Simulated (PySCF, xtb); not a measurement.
C4H3F3O, SMILES FC1=CCC(F)(F)O1. The values are those of a single conformer.

Harmonic wavenumbers (cm⁻¹) from GFN2-xTB (xtb) at its own minimum, in rising order: 86, 222, 324, 343, 395, 476, 524, 559, 595, 653, 734, 856, 890, 981, 1011, 1031, 1078, 1139, 1141, 1213, 1249, 1280, 1428, 1752, 2985, 2997, 3204.

What does PBE-D3(BJ)/def2-SVP run with PySCF give at its own minimum? (The exact figures need the calculation; the answer reports its results.)

44, 210, 349, 355, 414, 508, 557, 617, 638, 671, 688, 833, 884, 971, 986, 1054, 1060, 1170, 1234, 1236, 1296, 1364, 1393, 1738, 2989, 3041, 3215. Paired by order, the mean absolute difference is 31 cm⁻¹ and the zero-point energies are 41.7 and 42.2 kcal/mol.
